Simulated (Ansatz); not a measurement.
`CCC(CC(CC(C)OC(C)=O)OC(C)=O)OC(C)=O`, 44 atoms. Hardware: 2 threads of AMD EPYC 7R13 on a shared host and a share (18 GiB) of an NVIDIA H100 80GB HBM3.

Correlated methods freeze 20 core orbitals. Single mean-field runs in def2-TZVP are fitted with def2-universal-jkfit.

Question: How many basis functions does each of these Ansatz runs have, and roughly what does it cost? ωB97M-V/def2-TZVP, charge 0 singlet, energy, from earlier orbitals; PBE-D4/def2-SVP, charge 0 singlet, relaxation, 6 steps; PBE0-D4/def2-TZVP, charge 0 triplet at the geometry of the charge 0 singlet, energy; ωB97M-V/def2-TZVP, charge 1 doublet at the geometry of the charge 0 singlet, energy, from earlier orbitals; PBE-D4/def2-TZVP, charge 1 doublet at the geometry of the charge 0 singlet, energy, from earlier orbitals; PBE-D4/def2-TZVP, charge -1 doublet at the geometry of the charge 0 singlet, energy, from earlier orbitals; HF/def2-TZVP, charge 0 singlet, energy, from earlier orbitals; PBE-D4/def2-TZVP, charge 0 triplet at the geometry of the charge 0 singlet, energy, from earlier orbitals; MP2/def2-SVP, charge 0 singlet, energy, from earlier orbitals; PBE0-D4/def2-TZVP, charge 1 doublet at the geometry of the charge 0 singlet, energy; RPA@PBE/def2-SVP, charge 0 singlet, energy, from earlier orbitals; r2SCAN-D4/def2-TZVP, charge 0 singlet, energy, from earlier orbitals.

Answer: Other jobs shared the machine, so times can vary by a factor of up to 3. A dash marks memory too small to be measured apart from the calling script's.

| run | functions | fitting or Cholesky vectors | wall time | peak host memory (GiB) |
| --- | --- | --- | --- | --- |
| MP2/def2-SVP, charge 0 singlet, energy, from earlier orbitals | 400 | 4077 | 3.9 s | – |
| HF/def2-TZVP, charge 0 singlet, energy, from earlier orbitals | 764 | 1944 | 4.2 s | – |
| r2SCAN-D4/def2-TZVP, charge 0 singlet, energy, from earlier orbitals | 764 | 1944 | 5.5 s | – |
| PBE-D4/def2-TZVP, charge 1 doublet at the geometry of the charge 0 singlet, energy, from earlier orbitals | 764 | 1944 | 7.5 s | 1.4 |
| RPA@PBE/def2-SVP, charge 0 singlet, energy, from earlier orbitals | 400 | 4077 | 8 s | 2.1 |
| PBE0-D4/def2-TZVP, charge 0 triplet at the geometry of the charge 0 singlet, energy | 764 | 1944 | 9 s | 1.3 |
| PBE-D4/def2-TZVP, charge -1 doublet at the geometry of the charge 0 singlet, energy, from earlier orbitals | 764 | 1944 | 9.5 s | 1.4 |
| ωB97M-V/def2-TZVP, charge 0 singlet, energy, from earlier orbitals | 764 | 1944 | 9.5 s | 1.3 |
| PBE0-D4/def2-TZVP, charge 1 doublet at the geometry of the charge 0 singlet, energy | 764 | 1944 | 11 s | 1.4 |
| PBE-D4/def2-TZVP, charge 0 triplet at the geometry of the charge 0 singlet, energy, from earlier orbitals | 764 | 1944 | 16 s | 1.4 |
| ωB97M-V/def2-TZVP, charge 1 doublet at the geometry of the charge 0 singlet, energy, from earlier orbitals | 764 | 1944 | 23 s | 1.9 |
| PBE-D4/def2-SVP, charge 0 singlet, relaxation, 6 steps | 400 | 4462 | 26 s | – |
